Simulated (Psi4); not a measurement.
C$_{4}$H$_{10}$O$_{2}$Sb (SMILES CC[O][Sb][O]CC), doublet (typed; the unrestricted solution is spin-contaminated), geometry from GFN2-xTB (the spin is typed, not shown lowest) (all electrons, no relativity), with bond 7-4 at 1.8 times its length.

Input for Psi4:
```
memory 2 GB

molecule mol {
0 2
Sb    0.019032    0.851419    0.065224
O    -1.821430    0.109785    0.234539
C    -2.031329   -1.215732    0.628883
C    -1.747946   -1.436298    2.108001
H    -3.086613   -1.416770    0.412958
H    -1.416156   -1.893987    0.030699
H    -2.779986   -0.169705    3.185855
H    -2.012376   -2.451229    2.392482
H    -0.687527   -1.276462    2.297460
O     0.784436   -0.969131   -0.403846
C     2.098989   -1.127326   -0.834804
C     2.409173   -0.402538   -2.137708
H     2.806077   -0.806394   -0.057459
H     2.225358   -2.207407   -0.978168
H     2.355708    0.674787   -1.985429
H     3.406345   -0.663799   -2.481660
H     1.682474   -0.682349   -2.895914
}

set {
  basis sto-3g
  reference uhf
  scf_type pk
  stability_analysis follow
}

energy('scf')
print_variables()
```

Estimate the dipole moment that HF/STO-3G run with Psi4 returns for this input.

1.52 D

What <S^2> does HF/STO-3G give?

1.515

Give the nuclear repulsion energy at the level HF/STO-3G.

712.6811 Eh

What is the computed total energy (HF/STO-3G)?

-6554.3296 Eh

These values belong to the state on which the SCF converged, which isn't shown to be the lowest.

Roughly what does it cost on one core?

around 11 core-seconds (rough).
